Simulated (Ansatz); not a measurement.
Cost and result for the atomization energy of `C[SiH2][Se]C=O` (11 atoms, 10 bonds).

Z-matrix (Å, degrees):
```
C
Si 1 1.863
H 1 1.092 2 110.7
H 1 1.093 2 110.3 3 -120.2
H 1 1.092 2 110.7 3 120.1
Se 2 2.291 1 111.9 3 -60.3
H 2 1.484 1 110.9 3 178.9
H 2 1.490 1 111.6 3 56.7
C 6 1.943 2 97.1 1 112.4
O 9 1.187 6 122.8 2 -178.3
H 9 1.105 6 112.9 2 2.2
```

Total charge 0; spin multiplicity 1. Correlated methods include outer-core shells of Se, which these sets cover unevenly. Scalar relativity is left out up to krypton. The geometry is a stationary point of PBE0-D4/def2-TZVP. It is one conformer, not always the lowest. Program: Ansatz. All runs use 4 threads of an Arm Neoverse V1 on a shared host. Times are those of one run each, without the atoms' runs, and a repeat can differ threefold. Electronic energies, without spin–orbit coupling; frozen cores. CCSD(T)/CBS adds CCSD(T) − MP2 in def2-TZVPP to the MP2 limit, and its time is that of the two runs behind it. T1 = 0.014. With those shells the extrapolation isn't a true limit. B3LYP takes the VWN-RPA correlation (the form of Gaussian; ORCA's B3LYP/G).

CCSD(T)/CBS is a level of theory with its own doubt, some kJ/mol a heavy atom from the limit and from the frozen cores, so smaller differences don't rank the functionals.

| level | functions | wall time | atomization (kcal/mol) | difference from CCSD(T)/CBS | per bond |
| --- | --- | --- | --- | --- | --- |
| PBE-D4/def2-TZVPP (with forces) | 267 | 3.2 s | 977.9 | 22.0 | 2.2 |
| PBE0-D4/def2-TZVPP | 267 | 4.2 s | 956.4 | 0.5 | 0.0 |
| r2SCAN-D4/def2-TZVPP (with forces) | 267 | 6.5 s | 961.4 | 5.5 | 0.5 |
| B3LYP-D4/def2-TZVPP (with forces) | 267 | 7 s | 954.7 | -1.2 | -0.1 |
| B2PLYP/def2-TZVPP | 267 | 7.5 s | 943.8 | -12.1 | -1.2 |
| ωB97X-V/def2-TZVPP | 267 | 11 s | 957.4 | 1.5 | 0.1 |
| ωB97M-V/def2-TZVPP (with forces) | 267 | 15 s | 954.5 | -1.4 | -0.1 |
| MP2/def2-QZVPP | 510 | 35 s | 960.4 | 4.5 | 0.4 |
| CCSD(T)/def2-TZVPP | 267 | 5.9 min | 929.4 | -26.5 | -2.7 |
| CCSD(T)/CBS(def2) | – | 6.5 min | 955.9 | 0.0 | 0.0 |

In def2-TZVPP, CCSD(T) changes the Hartree–Fock value by +248.4 kcal/mol (the triples alone add +17.1 kcal/mol) and MP2 by +263.8 kcal/mol; breaking electron pairs costs correlation energy, which Hartree–Fock lacks. From PBE to PBE0 (25 % exact exchange), in def2-TZVPP and without D4, the atomization energy moves by −20.6 kcal/mol: exact exchange takes away binding that semilocal exchange gives to molecules. The D4 term adds +9.9 kcal/mol with B3LYP and +5.2 kcal/mol with PBE0; it sums over pairs of atoms, weighted by their polarisabilities, and B3LYP, whose exchange is more repulsive, gets the larger term.
